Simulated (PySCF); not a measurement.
# Basis and Hamiltonian dependence of the excitation energy of Mn

Mn [Ar] 3d5 4s2 (6S) → Mn [Ar] 3d5 4s1 5s1 (8S). All values are computed (PySCF 2.14, energy differences of UHF-based or UKS calculations, no spin-orbit coupling). Values in eV.

```csv
basis,Hamiltonian,functions,UHF,LDA,PBE0,MP2 (valence),CCSD(T) (valence)
aug-cc-pVDZ,non-relativistic,59,3.616,4.801,4.387,4.463,4.709
ANO-RCC-VTZP,spin-free X2C,59,5.589,6.237,5.980,6.299,6.567
def2-TZVPPD,non-relativistic,67,5.205,5.911,5.639,5.874,6.068
aug-cc-pVTZ-DK,spin-free X2C,93,3.643,4.877,4.438,4.574,4.814
aug-cc-pVTZ,non-relativistic,93,3.609,4.810,4.384,4.522,4.760
def2-QZVPPD,non-relativistic,100,4.043,5.072,4.669,4.898,5.109
"aug-cc-pVTZ with one added diffuse shell each of s, p, d, f, g type",non-relativistic,118,3.601,4.810,4.384,4.531,n/a
aug-cc-pwCVTZ-DK,spin-free X2C,127,3.643,4.869,4.433,4.584,n/a
"x2c-QZVPPall with one added diffuse shell each of s, p, d, f, g type",spin-free X2C,128,3.642,4.864,4.430,4.588,n/a
aug-cc-pVQZ,non-relativistic,140,3.606,4.802,4.378,4.550,n/a
"aug-cc-pwCVTZ-DK with one added diffuse shell each of s, p, d, f, g type",spin-free X2C,152,3.634,4.869,4.433,4.593,n/a
```

Frozen in the all-electron rows: valence: [Ar].

At UHF, ANO-RCC-VTZP, def2-TZVPPD, def2-QZVPPD lie more than 0.3 eV from the median of the rows with comparable relativity. Of these, ANO-RCC-VTZP, def2-TZVPPD, def2-QZVPPD have no diffuse functions of the l that the added or promoted electron needs.

Non-relativistic rows lack the scalar-relativistic shift.
